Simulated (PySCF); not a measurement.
A structure optimised at PBE-D3(BJ)/def2-SVP, used in a PySCF frequency run:

```xyz
5

Te     0.0000     0.0000    -0.8929
Se    -2.0318    -0.0446     0.6589
H     -2.1475     1.4331     0.8138
Se     2.0318     0.0446     0.6589
H      2.1475    -1.4331     0.8138
```

Write its SMILES, formula and point group.

[SeH][Te][SeH], H2Se2Te, C2

What are its rotational constants (standard atomic weights)?

2.8756, 0.75912, 0.60685 GHz
